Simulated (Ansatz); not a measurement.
Process, species as SMILES: F[Si]F (closed-shell singlet) → 2 F atom + Si atom
B3LYP-D3(BJ)/def2-TZVP geometries, fixed; electronic energies without zero-point terms.

Basis-set convergence of the atomisation energy at B2PLYP with Ansatz (a program for electronic structure). Cartesian d functions, on some or all atoms, in 6-31G**; all else is spherical. Cores are frozen. Open shells are unrestricted. No added dispersion term, no relativity. Functions are those of the species that has most. Reference: the value in aug-cc-pV(5+d)Z, 298.15 kcal/mol, itself unsure by roughly 0.26 kcal/mol (its mean distance from pcseg-4, aug-pcseg-3, aug-cc-pV(Q+d)Z). Deviations are taken from unrounded values. Cost is core time over that of aug-cc-pV(Q+d)Z, rough, on shared machines of one kind; a dash marks a row that isn't timed (too short, read off another run, short of memory, by another algorithm or on other hardware).

| basis | functions | atomisation energy (kcal/mol) | minus reference (kcal/mol) | cost |
|---|---|---|---|---|
| 3-21G | 31 | 246.72 | -51.44 | - |
| 6-31G** | 49 | 284.29 | -13.87 | - |
| aug-pcseg-1 | 73 | 281.93 | -16.23 | - |
| def2-TZVPP | 104 | 293.51 | -4.65 | - |
| 6-311++G(3df,3pd) | 125 | 292.90 | -5.25 | - |
| def2-QZVPP | 184 | 296.77 | -1.38 | 0.5× |
| pcseg-3 | 184 | 297.77 | -0.38 | 0.5× |
| aug-cc-pV(Q+d)Z | 249 | 297.61 | -0.54 | 1× |
| aug-cc-pV(5+d)Z | 390 | 298.15 | 0.00 | 5× |
